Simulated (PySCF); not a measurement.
# SnO(OH)₂: from structure and modes to constants

Computed with PBE0/[Sn def2-TZVP with ECP28, O def2-TZVP, H def2-TZVP], scalar-relativistic core potentials, density fitting, no spin–orbit coupling, PySCF.

The singlet minimum has Cs symmetry. Masses (u): Sn 119.90220, O 15.99492, H 1.00782.

```xyz
6
charge 0 multiplicity 1, angstrom
Sn    0.0867   -0.0096    0.0000
O     1.8992    0.1301    0.0000
O    -1.2643    1.3992    0.0000
O    -1.1141   -1.5264    0.0000
H    -0.8919    2.2866    0.0000
H    -2.0301   -1.2262    0.0000
```

Harmonic wavenumbers (cm⁻¹): 148.4 (a', ×1), 154.7 (a'', ×1), 174.2 (a', ×1), 337.0 (a'', ×1), 382.6 (a'', ×1), 629.8 (a', ×1), 650.7 (a', ×1), 840.5 (a', ×1), 848.1 (a', ×1), 897.6 (a', ×1), 3849.2 (a', ×1), 3868.5 (a', ×1).

**Question.** Find the principal moments of inertia and the rotational constants. What kind of rotor is it?

**Answer.** About the centre of mass I = 75.341, 109.28, 184.62 u Å². With B = 16.8576/I this gives 0.2238, 0.1543, 0.09131 cm⁻¹. The molecule is an asymmetric top with κ = -0.05.

**Question.** What is the harmonic zero-point energy?

**Answer.** Half the sum of all 12 wavenumbers, 12781/2 = 6391 cm⁻¹, which is 76.4 kJ/mol (1 cm⁻¹ = 0.0119627 kJ/mol).

**Question.** Find the vibrational entropy and heat capacity at 298.15 K.

**Answer.** With u = 1.43878 ω/T, each mode gives S = R[u/(eᵘ−1) − ln(1−e⁻ᵘ)] and C = R u² eᵘ/(eᵘ−1)².
| ω (cm⁻¹) | u | S (J/(mol K)) | C (J/(mol K)) |
| --- | --- | --- | --- |
| 148.4 | 0.716 | 11.27 | 7.97 |
| 154.7 | 0.747 | 10.94 | 7.94 |
| 174.2 | 0.841 | 10.00 | 7.84 |
| 337.0 | 1.626 | 5.13 | 6.70 |
| 382.6 | 1.847 | 4.30 | 6.31 |
| 629.8 | 3.039 | 1.68 | 4.06 |
| 650.7 | 3.140 | 1.55 | 3.88 |
| 840.5 | 4.056 | 0.74 | 2.45 |
| 848.1 | 4.093 | 0.72 | 2.40 |
| 897.6 | 4.332 | 0.59 | 2.11 |
| 3849.2 | 18.575 | 0.00 | 0.00 |
| 3868.5 | 18.668 | 0.00 | 0.00 |
The sums over all modes are S = 46.9 and C = 51.7 J/(mol K); the softest mode gives 24 % of the entropy.

**Question.** Give the standard entropy (298.15 K, 1 bar) by its translational, rotational, vibrational and spin parts, and Cp.

**Answer.** Sackur–Tetrode with M = 169.90 u gives 172.9; rotation with symmetry number 1 gives 107.7; vibration 46.9; spin R ln 1 = 0.0. The total is 327.5 J/(mol K), and Cp = 4 R + 51.7 = 84.9 J/(mol K).

Other isomers or separated fragments may lie lower.
